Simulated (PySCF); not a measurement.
Computed shifts of a molecule C3H8O2Si, PBE0/pcSseg-1 (PySCF), GIAO, gas phase, equivalent atoms averaged, in ppm (number of nuclei): ¹³C: 150.4 (1), 141.0 (1), 54.0 (1). ²⁹Si: -25.4 (1). ¹H: 6.78 (1), 6.67 (1), 6.28 (1), 4.93 (1), 4.04 (3), 1.58 (1). References: ¹³C against TMS (σ = 186.3 ppm); ²⁹Si against TMS (σ = 352.7 ppm); ¹⁷O against H2O (σ = 334.2 ppm); ¹H against TMS (σ = 31.56 ppm), references at their B3LYP-D3(BJ)/def2-TZVP geometries, non-relativistic. Geometry optimised at PBE0-D3(BJ)/def2-SVP. The values are those of a single conformer.

Q: Identify the compound among the candidates.
A) CCC1O[SiH2]O1
B) C=C[Si](C)(O)O
C) C[C@@H]1O[SiH2][C@H]1O
D) C=C[Si@@H](O)OC

A: D, C=C[Si@@H](O)OC
